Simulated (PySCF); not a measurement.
# Radial density of Cl⁺ (chlorine, charge +1)

UHF, [Ne] 3s2 3p3 3d1, high-spin 5D determinant (an excited configuration). All numbers are calculated (PySCF 2.14, the non-relativistic Hamiltonian (point nucleus), in dyall-av3z (19s12p3d2f, 84 functions)).

| r (bohr) | 4πr²ρ (e/bohr) | 4πr²(ρα − ρβ) |
| --- | --- | --- |
| 0.00143 | 0.07913 | 0.0000 |
| 0.00241 | 0.2166 | 0.0000 |
| 0.00405 | 0.5794 | 0.0000 |
| 0.00682 | 1.493 | 0.0000 |
| 0.0115 | 3.607 | 0.0000 |
| 0.0193 | 7.832 | 0.0004 |
| 0.0324 | 14.23 | 0.0041 |
| 0.0546 | 19.34 | 0.0249 |
| 0.0918 | 17.28 | 0.1115 |
| 0.154 | 13.14 | 0.3319 |
| 0.260 | 18.18 | 0.4803 |
| 0.437 | 15.54 | 0.0802 |
| 0.735 | 4.421 | 0.4577 |
| 1.24 | 4.065 | 2.3148 |
| 2.08 | 2.133 | 1.5116 |
| 3.50 | 0.3252 | 0.3004 |
| 5.88 | 0.009441 | 0.0094 |

The outer electron is Rydberg-like, and this basis confines it to a smaller radius and binds it less than a complete one would.
